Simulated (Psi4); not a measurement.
Job for Psi4: SAPT0/jun-cc-pV(D+d)Z on H5P (a complex).

```
memory 8100 MB

molecule dimer {
0 1
P    -0.17174498    0.15678966   -0.14074234
H    -1.49194435   -0.11720154    0.29923090
H    -0.48995360   -0.05068976   -1.50775205
H     0.26103284   -1.17997218    0.05251970
--
0 1
H     0.08293331   -0.26801023    3.51266804
H     0.30819009    0.22197902    2.99954857
units angstrom
symmetry c1
no_reorient
no_com
}

set {
  basis jun-cc-pV(D+d)Z
  scf_type df
  freeze_core true
}

energy('sapt0')
```

Output:

```
[...]
==> Input File <==

--------------------------------------------------------------------------
memory 8100 MB

molecule dimer {
0 1
P    -0.17174498    0.15678966   -0.14074234
H    -1.49194435   -0.11720154    0.29923090
H    -0.48995360   -0.05068976   -1.50775205
H     0.26103284   -1.17997218    0.05251970
--
0 1
H     0.08293331   -0.26801023    3.51266804
H     0.30819009    0.22197902    2.99954857
units angstrom
symmetry c1
no_reorient
no_com
}

set {
  basis jun-cc-pV(D+d)Z
  scf_type df
  freeze_core true
}

energy('sapt0')
--------------------------------------------------------------------------


   => Loading Basis Set <=

    Name: JUN-CC-PV(D+D)Z
    Role: ORBITAL
    Keyword: BASIS
    atoms 1   entry P          line   632 file jun-cc-pv_dpd_z.gbs
    atoms 2-6 entry H          line    60 file jun-cc-pv_dpd_z.gbs

   => Loading Basis Set <=

    Name: JUN-CC-PV(D+D)Z
    Role: ORBITAL
    Keyword: BASIS
    atoms 1   entry P          line   632 file jun-cc-pv_dpd_z.gbs
    atoms 2-6 entry H          line    60 file jun-cc-pv_dpd_z.gbs


  //>>>>>>>>>>>>>>>>>>>>>>>>>>>>>>>>>>>//
  //              Dimer HF             //
  //<<<<<<<<<<<<<<<<<<<<<<<<<<<<<<<<<<<//

   => Libint2 <=

    Primary   basis highest AM E, G, H:  7, 6, 3
    Auxiliary basis highest AM E, G, H:  7, 7, 4
    Onebody   basis highest AM E, G, H:  -, -, -
    Solid Harmonics ordering:            Gaussian


   => Loading Basis Set <=

    Name: JUN-CC-PV(D+D)Z
    Role: ORBITAL
    Keyword: BASIS
    atoms 1   entry P          line   632 file jun-cc-pv_dpd_z.gbs
    atoms 2-6 entry H          line    60 file jun-cc-pv_dpd_z.gbs


         ---------------------------------------------------------
                                   SCF
               by Justin Turney, Rob Parrish, Andy Simmonett
                          and Daniel G. A. Smith
                              RHF Reference
                        4 Threads,   7724 MiB Core
         ---------------------------------------------------------

  ==> Geometry <==

    Molecular point group: c1
    Full point group: C1

    Geometry (in Angstrom), charge = 0, multiplicity = 1:

       Center              X                  Y                   Z               Mass
    ------------   -----------------  -----------------  -----------------  -----------------
         P           -0.171744980000     0.156789660000    -0.140742340000    30.973761998420
         H           -1.491944350000    -0.117201540000     0.299230900000     1.007825032230
         H           -0.489953600000    -0.050689760000    -1.507752050000     1.007825032230
         H            0.261032840000    -1.179972180000     0.052519700000     1.007825032230
         H            0.082933310000    -0.268010230000     3.512668040000     1.007825032230
         H            0.308190090000     0.221979020000     2.999548570000     1.007825032230

  Running in c1 symmetry.

  Rotational constants: A =      3.02317  B =      0.63291  C =      0.59073 [cm^-1]
  Rotational constants: A =  90632.24263  B =  18974.16518  C =  17709.66764 [MHz]
  Nuclear repulsion =   23.757814452416220

  Charge       = 0
  Multiplicity = 1
  Electrons    = 20
  Nalpha       = 10
  Nbeta        = 10

  ==> Algorithm <==

  SCF Algorithm Type is DF.
  DIIS enabled.
  MOM disabled.
  Fractional occupation disabled.
  Guess Type is SAD.
  Energy threshold   = 1.00e-08
  Density threshold  = 1.00e-08
  Integral threshold = 1.00e-12

  ==> Primary Basis <==

  Basis Set: JUN-CC-PV(D+D)Z
    Blend: JUN-CC-PV(D+D)Z
    Number of shells: 26
    Number of basis functions: 52
    Number of Cartesian functions: 54
    Spherical Harmonics?: true
    Max angular momentum: 2

   => Loading Basis Set <=

    Name: (JUN-CC-PV(D+D)Z AUX)
    Role: JKFIT
    Keyword: DF_BASIS_SCF
    atoms 1   entry P          line   586 file jun-cc-pvdz-jkfit.gbs
    atoms 2-6 entry H          line    70 file jun-cc-pvdz-jkfit.gbs

  ==> Integral Setup <==

  DFHelper Memory: AOs need 0.006 GiB; user supplied 5.658 GiB.
  SCF_SUBTYPE=INCORE selected. In-core MEM_DF algorithm will be used.
  Using in-core AOs.

  ==> MemDFJK: Density-Fitted J/K Matrices <==

    J tasked:                   Yes
    K tasked:                   Yes
    wK tasked:                   No
    OpenMP threads:               4
    Algorithm:                 Core
    Schwarz Cutoff:           1E-12
    Mask sparsity (%):       0.6657
    Fitting Condition:        1E-10

   => Auxiliary Basis Set <=

  Basis Set: (JUN-CC-PV(D+D)Z AUX)
    Blend: JUN-CC-PVDZ-JKFIT
    Number of shells: 84
    Number of basis functions: 236
    Number of Cartesian functions: 265
    Spherical Harmonics?: true
    Max angular momentum: 3

  Minimum eigenvalue in the overlap matrix is 1.1763514266E-02.
  Reciprocal condition number of the overlap matrix is 2.5466461325E-03.
    Using symmetric orthogonalization.

  ==> Pre-Iterations <==

  SCF Guess: Superposition of Atomic Densities via on-the-fly atomic
[...]
077    24A      1.396370    25A      1.408220
      26A      1.451039    27A      1.805760    28A      1.900559
      29A      1.907589    30A      1.914682    31A      1.963025
      32A      2.037994    33A      2.044045    34A      2.056649
      35A      2.070801    36A      2.243947    37A      2.252497
      38A      2.327803    39A      2.839055    40A      3.045066
      41A      3.052133    42A      3.585705    43A      5.641864
      44A      9.199312    45A      9.200298    46A      9.201147
      47A      9.288267    48A      9.289808    49A     17.165217
      50A     17.304184    51A     17.316504    52A    120.055688

    Final Occupation by Irrep:
              A
    DOCC [     1 ]
    NA   [     1 ]
    NB   [     1 ]

  @DF-RHF Final Energy:    -1.12877864346383

   => Energetics <=

    Nuclear Repulsion Energy =              0.7108837135023865
    One-Electron Energy =                  -2.4967399210865273
    Two-Electron Energy =                   0.6570775641203075
    Total Energy =                         -1.1287786434638334

Computation Completed


Properties will be evaluated at   0.000000,   0.000000,   0.000000 [a0]

Properties computed using the SCF density matrix


 Multipole Moments:

 ------------------------------------------------------------------------------------
     Multipole            Electronic (a.u.)      Nuclear  (a.u.)        Total (a.u.)
 ------------------------------------------------------------------------------------

 L = 1.  Multiply by 2.5417464519 to convert [e a0] to [Debye]
 Dipole X            :         -0.7370982            0.7391161            0.0020179
 Dipole Y            :          0.0893844           -0.0869864            0.0023981
 Dipole Z            :        -12.3022817           12.3063059            0.0040242
 Magnitude           :                                                    0.0051006

 ------------------------------------------------------------------------------------

  Constructing Basis Sets for SAPT...

   => Loading Basis Set <=

    Name: (JUN-CC-PV(D+D)Z AUX)
    Role: RIFIT
    Keyword: DF_BASIS_SAPT
    atoms 1   entry P          line   432 file jun-cc-pvdz-ri.gbs
    atoms 2-6 entry H          line    30 file jun-cc-pvdz-ri.gbs

   => Loading Basis Set <=

    Name: (JUN-CC-PV(D+D)Z AUX)
    Role: JKFIT
    Keyword: DF_BASIS_ELST
    atoms 1   entry P          line   586 file jun-cc-pvdz-jkfit.gbs
    atoms 2-6 entry H          line    70 file jun-cc-pvdz-jkfit.gbs


  //>>>>>>>>>>>>>>>>>>>>>>>>>>>>>>>>>>>//
  //               SAPT0               //
  //<<<<<<<<<<<<<<<<<<<<<<<<<<<<<<<<<<<//



        SAPT0
    Ed Hohenstein
     6 June 2009

      Orbital Information
  --------------------------
    NSO        =        52
    NMO        =        52
    NRI        =       155
    NRI (Elst) =       236
    NOCC A     =         9
    NOCC B     =         1
    FOCC A     =         5
    FOCC B     =         0
    NVIR A     =        43
    NVIR B     =        51

    Elst10,r            =    -0.000561107659 [Eh]
    Exch10              =     0.001238092162 [Eh]
    Exch10 (S^2)        =     0.001236107716 [Eh]

    Maxiter = 50
    CPHF R converge = 1.000000E-08

    Iter     Energy [mEh]          dE [mEh]         Residual      Time [s]
       1      -0.05740273       0.057402733     9.859108e-04             0
       2      -0.07152433       0.014121600     2.271218e-04             0
       3      -0.07084977      -0.000674567     6.385190e-05             0
       4      -0.07081240      -0.000037368     1.471577e-05             0
       5      -0.07085515       0.000042752     2.474617e-06             0
       6      -0.07085132      -0.000003830     6.077540e-07             0
       7      -0.07085091      -0.000000413     9.523719e-08             0
       8      -0.07085102       0.000000118     1.555658e-08             0
       9      -0.07085101      -0.000000010     3.974927e-09             0

    CHF Iterations converged

    Maxiter = 50
    CPHF R converge = 1.000000E-08

    Iter     Energy [mEh]          dE [mEh]         Residual      Time [s]
       1      -0.13278780       0.132787800     1.368472e-03             0
       2      -0.15881864       0.026030843     1.129564e-04             0
       3      -0.15829116      -0.000527480     9.538496e-06             0
       4      -0.15831490       0.000023734     1.191442e-06             0
       5      -0.15831299      -0.000001906     1.139958e-07             0
       6      -0.15831312       0.000000128     7.389639e-09             0

    CHF Iterations converged

    Ind20,r (A<-B)      =    -0.000070851013 [Eh]
    Ind20,r (B<-A)      =    -0.000158313118 [Eh]
    Ind20,r             =    -0.000229164131 [Eh]
    Exch-Ind20,r (A<-B) =     0.000045360361 [Eh]
    Exch-Ind20,r (B<-A) =     0.000130383713 [Eh]
    Exch-Ind20,r        =     0.000175744074 [Eh]
    Disp20              =    -0.000618297698 [Eh]
    Disp20 (SS)         =    -0.000309148849 [Eh]
    Disp20 (OS)         =    -0.000309148849 [Eh]
    Exch-Disp20         =     0.000046885279 [Eh]
    Exch-Disp20 (SS)    =     0.000020963064 [Eh]
    Exch-Disp20 (OS)    =     0.000025922215 [Eh]

    SAPT Results
  --------------------------------------------------------------------------------------------------------
    Electrostatics                 -0.56110766 [mEh]      -0.35210037 [kcal/mol]      -1.47318796 [kJ/mol]
      Elst10,r                     -0.56110766 [mEh]      -0.35210037 [kcal/mol]      -1.47318796 [kJ/mol]

    Exchange                        1.23809216 [mEh]       0.77691456 [kcal/mol]       3.25061052 [kJ/mol]
      Exch10                        1.23809216 [mEh]       0.77691456 [kcal/mol]       3.25061052 [kJ/mol]
      Exch10(S^2)                   1.23610772 [mEh]       0.77566930 [kcal/mol]       3.24540036 [kJ/mol]

    Induction                      -0.19321224 [mEh]      -0.12124251 [kcal/mol]      -0.50727866 [kJ/mol]
      Ind20,r                      -0.22916413 [mEh]      -0.14380266 [kcal/mol]      -0.60167034 [kJ/mol]
      Exch-Ind20,r                  0.17574407 [mEh]       0.11028107 [kcal/mol]       0.46141600 [kJ/mol]
      delta HF,r (2)               -0.13979218 [mEh]      -0.08772092 [kcal/mol]      -0.36702432 [kJ/mol]

    Dispersion                     -0.57141242 [mEh]      -0.35856671 [kcal/mol]      -1.50024310 [kJ/mol]
      Disp20                       -0.61829770 [mEh]      -0.38798766 [kcal/mol]      -1.62334038 [kJ/mol]
      Exch-Disp20                   0.04688528 [mEh]       0.02942096 [kcal/mol]       0.12309728 [kJ/mol]
      Disp20 (SS)                  -0.30914885 [mEh]      -0.19399383 [kcal/mol]      -0.81167019 [kJ/mol]
      Disp20 (OS)                  -0.30914885 [mEh]      -0.19399383 [kcal/mol]      -0.81167019 [kJ/mol]
      Exch-Disp20 (SS)              0.02096306 [mEh]       0.01315452 [kcal/mol]       0.05503852 [kJ/mol]
      Exch-Disp20 (OS)              0.02592221 [mEh]       0.01626644 [kcal/mol]       0.06805876 [kJ/mol]

  Total HF                          0.48377226 [mEh]       0.30357168 [kcal/mol]       1.27014390 [kJ/mol]
  Total SAPT0                      -0.08764016 [mEh]      -0.05499503 [kcal/mol]      -0.23009920 [kJ/mol]

  Special recipe for scaled SAPT0 (see Manual):
    Electrostatics sSAPT0          -0.56110766 [mEh]      -0.35210037 [kcal/mol]      -1.47318796 [kJ/mol]
    Exchange sSAPT0                 1.23809216 [mEh]       0.77691456 [kcal/mol]       3.25061052 [kJ/mol]
    Induction sSAPT0               -0.19236446 [mEh]      -0.12071052 [kcal/mol]      -0.50505282 [kJ/mol]
    Dispersion sSAPT0              -0.57118625 [mEh]      -0.35842478 [kcal/mol]      -1.49964929 [kJ/mol]
  Total sSAPT0                     -0.08656621 [mEh]      -0.05432111 [kcal/mol]      -0.22727954 [kJ/mol]
  --------------------------------------------------------------------------------------------------------



*** Psi4 exiting successfully. Buy a developer a beer!
```

The run finished.

Cost: roughly 18 core-seconds.
